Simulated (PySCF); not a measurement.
Compound: C₇H₆ (charge -1 and doublet state).
SMILES: `[CH-]1C=C2C(=C[CH]1)C2`

The calculation used PBE0-D3(BJ)/def2-SVP geometry optimisation, gas phase in PySCF 2.14.0.

Masses are those of the commonest isotopes; rigid-rotor values at the optimised geometry. 

(1) What are A, B and C (cm⁻¹)?

(2) What kind of rotor is it?

(3) What does the inertial defect say?

(4) Give the coordinates in the principal-axis frame, origin at the centre of mass.

(5) Where do the levels up to J = 2 lie, in cm⁻¹?

(6) Which types of transition are allowed, and where do some lines up to J = 5 fall?

(7) Estimate the classical rotational partition function at 10 K, 100 K and 200 K.

Results:

(1) Ia = 95.89, Ib = 157.34, Ic = 244.20 u·Å²; 505379 MHz·u·Å²/I gives 5270, 3212 and 2070 MHz, that is A = 0.17580, B = 0.10714, C = 0.06903 cm⁻¹.

(2) An asymmetric top; Ray's κ = -0.286.

(3) Not planar: Δ = Ic − Ia − Ib = -9.03 u·Å². For a rigid frame Δ = −2 Σ m c², so Σ m c² = 4.52 u·Å² lies off the ab plane: 2.08 from hydrogen and 2.43 from heavier atoms. The atom farthest from that plane is 1.36 Å away.

(4) The sense of each axis is arbitrary; atoms in the order of the calculation.
| atom | mass (u) | a (Å) | b (Å) | c (Å) |
| --- | --- | --- | --- | --- |
| C1 | 12.000 | -1.524 | 0.692 | 0.081 |
| C2 | 12.000 | -0.323 | 1.482 | -0.029 |
| C3 | 12.000 | 0.827 | 0.674 | -0.248 |
| C4 | 12.000 | 2.066 | 0.000 | 0.263 |
| C5 | 12.000 | 0.825 | -0.670 | -0.240 |
| C6 | 12.000 | -0.318 | -1.482 | -0.032 |
| C7 | 12.000 | -1.525 | -0.695 | 0.076 |
| H8 | 1.008 | -2.483 | 1.205 | 0.233 |
| H9 | 1.008 | -0.337 | 2.574 | 0.023 |
| H10 | 1.008 | 2.297 | -0.004 | 1.359 |
| H11 | 1.008 | 2.994 | -0.003 | -0.339 |
| H12 | 1.008 | -0.324 | -2.574 | 0.034 |
| H13 | 1.008 | -2.484 | -1.210 | 0.226 |

(5) Above 0(0,0):
J = 1: 1(0,1) 0.1762, 1(1,1) 0.2448, 1(1,0) 0.2829
J = 2: 2(0,2) 0.5165, 2(1,2) 0.5591, 2(1,1) 0.6734, 2(2,1) 0.8794, 2(2,0) 0.8914
The levels of one J sum to (2J + 1)J(J + 1)(A + B + C)/3.

(6) The dipole components (about the centre of mass, as the species is charged) are |μa| = 0.17 D, |μb| = 0.00 D, |μc| = 0.43 D; the mirror of this Cs structure is the ac plane, so μb vanishes by symmetry (the 0.02 D computed is a residue) and there are no b-type lines. Intensities carry the squares of the components, which stand as 0.15 : 1.00 (a : c). Some lines, for components of 0.1 D or more:

```csv
type,branch,"J(Ka,Kc)",MHz,lower level (cm⁻¹)
c,Q,"2(1,2) ← 2(0,2)",1276,0.517
a,Q,"5(2,3) ← 5(2,4)",7677,2.957
c,R,"1(1,0) ← 0(0,0)",8482,0.000
a,R,"2(1,2) ← 1(1,1)",9421,0.245
c,Q,"4(3,2) ← 4(2,2)",10115,2.239
a,R,"3(1,3) ← 2(1,2)",13933,0.559
c,R,"2(1,1) ← 1(0,1)",14906,0.176
c,Q,"5(4,2) ← 5(3,2)",16349,3.537
a,R,"3(1,2) ← 2(1,1)",17285,0.673
c,R,"2(2,0) ← 1(1,0)",18240,0.283
a,R,"4(1,3) ← 3(1,2)",22444,1.250
a,R,"5(1,5) ← 4(1,4)",22540,1.634
c,R,"5(2,3) ← 4(1,3)",36422,1.999
c,R,"5(5,1) ← 4(4,1)",50138,3.175
```

(7) Point group Cs, symmetry number σ = 1; q = (√π/σ)·√((kT/h)³/(ABC)), k/h = 20836.6 MHz/K: 901 at 10 K, 28500 at 100 K, 80600 at 200 K.

For this open shell read J as N, the rotation without spin; fine and hyperfine splittings come on top. PBE0-D3(BJ)/def2-SVP frequencies: not computed here. ⟨S²⟩ = 0.762 (exact for a doublet: 0.75). Whether the extra electron is bound in the gas phase wasn't checked; a finite basis holds it in any case. The geometry's basis has no diffuse functions, a weakness for an anion. Constants of a rigid frame at the computed geometry: no zero-point averaging, no centrifugal distortion.
